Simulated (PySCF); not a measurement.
From computed data to an observable: chemical shift, span and skew from a shielding tensor

Al(Me)2(SH) (C2H7AlS), SMILES [Al]([CH3])([SH])[CH3]. Atoms are numbered in the order given.

```xyz
11

Al    -0.3317     0.2497    -0.0689
C     -2.1051    -0.5489    -0.2662
H     -2.0956    -1.6470    -0.1786
H     -2.5435    -0.2925    -1.2471
H     -2.7991    -0.1557     0.4978
C      0.0502     2.1690    -0.1690
H      0.7573     2.3923    -0.9871
H      0.5218     2.5319     0.7610
H     -0.8581     2.7700    -0.3397
S      1.3354    -1.1484     0.2904
H      2.2908    -0.1912     0.3543
```
Charge 0, spin multiplicity 1.

The structure is a stationary point at B3LYP-D3(BJ)/def2-SVP. A frequency run showed that this geometry is not a minimum. The values are those of a single conformer.

GIAO shieldings from PBE0/pcSseg-1 (PySCF), non-relativistic, no solvent. The symmetric part of the tensor of C2 has the principal values 184.6, 194.1, 197.1 ppm. The same nucleus in TMS has σ = 186.3 ppm at this level (PySCF, at its B3LYP-D3(BJ)/def2-TZVP geometry).

Q: Work out the isotropic shielding, the ¹³C shift against TMS, the span and the skew.

A: 
σ(iso) = (σ11 + σ22 + σ33)/3 = 191.9 ppm. δ = σ(ref) − σ(iso) = 186.3 − (191.9) = -5.6 ppm.
Span Ω = σ33 − σ11 = 12.5 ppm. Skew κ = 3(σ(iso) − σ22)/Ω = -0.52. Tumbling in solution averages the tensor to δ; in a static solid the shielding alone would spread this spin-1/2 line over Ω.
